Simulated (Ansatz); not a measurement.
## Match the barriers

Saddle point of CH6BBr, closed shell (BH₂Br ([BH2][Br]) + CH₄ → CH₅B ([BH2][CH3]) + HBr; bonds formed: B1–C6, Br2–H5; bonds broken: B1–Br2, H5–C6), PBE0-D4/def2-TZVP structure:

| atom | x (Å) | y (Å) | z (Å) |
| --- | --- | --- | --- |
| B1 | -0.2861 | -0.7925 | 0.0549 |
| Br2 | 0.6070 | -0.9513 | -2.0825 |
| H3 | -1.4404 | -0.9685 | -0.1703 |
| H4 | 0.3924 | -1.5739 | 0.6406 |
| H5 | 0.4122 | 0.1069 | -0.8519 |
| C6 | 0.0652 | 0.7979 | 0.4484 |
| H7 | -0.4600 | 1.5906 | -0.0866 |
| H8 | -0.3996 | 0.7188 | 1.4396 |
| H9 | 1.1092 | 1.0721 | 0.6078 |

Computed with Ansatz 0.2.0 (basis: def2-TZVPP, with def2-QZVPP for the basis limit); correlated methods freeze the cores. Filled d shells of the heavier atoms are correlated. The def2 sets are not built for correlating such inner shells, so the correlated values are less sure here. Extrapolation: Hartree–Fock as exp(−7.88 √X), correlation as X^−2.97. Four methods, as single points on the PBE0-D4 structures, gave these electronic barriers from the start structure: 108.6, 123.1, 166.4, 227.8 kJ/mol.

Task: The methods were, in alphabetical order, BHLYP-D4, HF, PBE-D4, PBE0-D4. Which gave which? (A judgement: the text doesn't fix the answer.)

Result: The calculation gives: PBE-D4 108.6; PBE0-D4 123.1; BHLYP-D4 166.4; HF 227.8 kJ/mol. For comparison, CCSD(T) at an estimated basis limit (MP2 extrapolated from triple and quadruple zeta, plus CCSD(T) − MP2 in triple zeta) gives 149.7 kJ/mol.

No T1 diagnostic of these runs exceeds 0.010. The start structure is not quite a true minimum (one mode of 43i cm⁻¹). The end structure is not quite a true minimum (one mode of 69i cm⁻¹).

Labels in which every atom is bracketed show which atoms are joined, not bond orders.

For scale, one of the runs: CCSD(T)/def2-TZVPP, 194 basis functions, launched by `ansatz run in.yaml --threads 4 --pin off --events-out ev --progress --plain --max-ram 9574MiB`. Time: 59 s of wall clock on 4 CPU threads of an Intel Xeon; the host was shared. Peak host memory: 2.3 GiB.
